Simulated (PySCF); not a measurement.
Molecule: Si(H)(I)2(Me), SMILES I[SiH](C)I. Atoms near the plane z = 0.0 Å, at the B3LYP/def2-SVP optimised geometry (x, y, z in Å): Si1 (-0.4, -0.8, 0.0), C2 (-1.0, 1.0, 0.0), I4 (2.1, -0.8, 0.0), H6 (-2.1, 1.0, 0.0), H7 (-0.6, 1.5, 0.9), H8 (-0.7, 1.5, -0.9).

Computed with B3LYP/def2-TZVP, def2 effective core potentials past Kr (PySCF). The core electrons that the potentials of I replace are not part of the density. Cells within 0.4 Å of a nucleus heavier than hydrogen are left out (blank, or x). The values are rescaled to run from 0 to 1.

```
|5555555555555555555555555555555|
|5555555555555555555555555555555|
|5555555555555555555555555555555|
|5555555555555555555555555555555|
|5555555555555555555555555555555|
|5555555555555555555555555555555|
|5555555555555555555555555555555|
|5555555555555555555555555555555|
|5555555555555555555555555555555|
|5555555555555555555555555555555|
|5555555555554555555555555555555|
|55555555032xx555555555555555555|
|55555554011xx755555555555555555|
|5555555554445355555555555555555|
|5555555555543445555555555555555|
|5555555555554455555558985555555|
|5555555555556999545599999555555|
|5555555555559xx964469xxx9655555|
|5555555555559xxx74469xxx9655555|
|5555555555557999545599099555555|
|5555555555555565555559995555555|
|5555555555555555555555555555555|
|5555555555555555555555555555555|
|5555555555555555555555555555555|
|5555555555555555555555555555555|
|5555555555555555555555555555555|
|5555555555555555555555555555555|
|5555555555555555555555555555555|
|5555555555555555555555555555555|
|5555555555555555555555555555555|
|5555555555555555555555555555555|
```
Scale: ten equal steps from 0.000 (start of '0') to 1.00 (end of '9'), in the order '0123456789'; x runs from -4.50 to 4.50, y from -4.50 (bottom) to 4.50 (top).

Task: Which quantity is mapped?
A. an orbital amplitude
B. electrostatic potential
C. Laplacian of the electron density
D. electron localisation function

Result: C, Laplacian of the electron density. In full: Laplacian of the electron density (e/bohr⁵), clipped to [-1.50, 1.50].
